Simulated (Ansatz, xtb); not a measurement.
**Isomers of AsH5PSn in order of energy**

11 gas-phase structures of AsH5PSn, found in a search over its isomers (lower ones may exist). Each was relaxed with GFN2-xTB; where two conformers were screened, the lower at r2SCAN-D4/def2-SVP is listed:

A. a doublet given by its coordinates
B. `P[AsH2][SnH]`, a doublet
C. `[PH-][AsH2+][SnH2]`, a doublet
D. `[AsH-][PH2+][SnH2]`, a doublet
E. `[AsH2][PH2][SnH]`, a doublet
F. a doublet given by its coordinates
G. `[PH3][Sn][AsH2]`, a doublet
H. `P[AsH][SnH2]`, a doublet
I. `[AsH2][PH][SnH2]`, a doublet
J. `[PH2][SnH][AsH2]`, a doublet
K. `[PH2][Sn][AsH3]`, a doublet

F (Å):

```yaml
atoms:
  - { symbol: As, position_ang: [-1.2984, -2.6157, 2.9836] }
  - { symbol: P, position_ang: [0.5794, -0.7948, 0.2796] }
  - { symbol: Sn, position_ang: [1.2115, -1.9190, 2.5287] }
  - { symbol: H, position_ang: [-0.4993, 0.0349, 0.0694] }
  - { symbol: H, position_ang: [0.3898, -1.5151, -0.8836] }
  - { symbol: H, position_ang: [1.4981, 0.0687, -0.2790] }
  - { symbol: H, position_ang: [-1.7561, -2.1285, 1.6183] }
  - { symbol: H, position_ang: [0.9540, -0.1777, 2.9911] }
```

Close contacts (Å): As1–Sn3 2.64, P2–Sn3 2.59, As1–H7 1.52, P2–H4 1.38, P2–H5 1.38, P2–H6 1.38, Sn3–H8 1.82.

A (Å):

```xyz
8

As    1.0463   -1.8017    1.9138
P    -1.7854    0.4668    0.9115
Sn   -0.9072   -1.6646   -0.0749
H    -2.8971    0.4868    0.0770
H     0.5539   -0.8285   -0.8123
H     2.3064   -2.4719    1.5157
H     1.0106   -2.5268    3.2145
H     1.7603   -0.6511    2.5004
```

Close contacts (Å): As1–Sn3 2.79, P2–Sn3 2.51, As1–H6 1.48, As1–H7 1.49, As1–H8 1.48, P2–H4 1.39, Sn3–H5 1.84.

Problem. Estimate their order in r2SCAN-D4/def2-SVP energy at these geometries, lowest first.

Solution. Calculated order at r2SCAN-D4/def2-SVP: J (0.0), G (5.6), K (28.3), E (49.0), H (49.8), F (54.6), B (58.2), I (61.7), D (84.9), A (104.4), C (127.5) kJ/mol. Less than 1 kcal/mol parts E and H; F and B; B and I, so the order within those pairs means little. CCSD(T)/def2-SVP + ΔMP2/def2-TZVPP after further relaxation puts G lowest instead.

Energies above the lowest of each column, in kJ/mol; the last columns are at B3LYP-D3(BJ)/def2-SVP geometries and were run for some of them only (a dash: not run or not comparable):

```tsv
structure	GFN2-xTB	HF/STO-3G	r2SCAN-D4/def2-SVP	B3LYP-D3(BJ)/def2-SVP	CCSD(T)/def2-SVP + ΔMP2/def2-TZVPP
J	0.0	0.0	0.0	11.4	13.9
G	34.1	143.1	5.6	0.0	0.0
K	52.8	170.9	28.3	29.5	25.5
E	25.1	204.4	49.0	53.0	–
H	7.8	48.9	49.8	50.8	–
F	39.6	151.6	54.6	–	–
B	31.5	200.3	58.2	–	–
I	18.0	73.1	61.7	–	–
D	20.3	188.3	84.9	–	–
A	55.4	201.9	104.4	–	–
C	33.4	201.0	127.5	–	–
```

CCSD(T)/def2-SVP + ΔMP2/def2-TZVPP puts G lowest of those it was run on; GFN2-xTB picks J, HF/STO-3G picks J, r2SCAN-D4/def2-SVP picks J. CCSD(T)/def2-SVP + ΔMP2/def2-TZVPP orders those it was run on as G (0.0), J (13.9), K (25.5) kJ/mol. Some further structures that were screened fall inside this span and aren't listed. Flexible structures stand in one conformer each, not always the lowest. Frequencies (B3LYP-D3(BJ)/def2-SVP) were run for G, J, K alone. Open shells are spin-unrestricted. Atoms past krypton carry core potentials in the def2 sets, without spin–orbit terms. ΔMP2 is the change of the MP2 energy from the smaller to the larger basis.

Over these structures GFN2-xTB departs from r2SCAN-D4/def2-SVP by 28.1 kJ/mol on average once a common shift is removed. A GFN2-xTB relaxation took about 0.15 s and the r2SCAN-D4/def2-SVP energy about 3.6 s on a shared host (Ansatz 0.2.0, xtb 6.7.1).
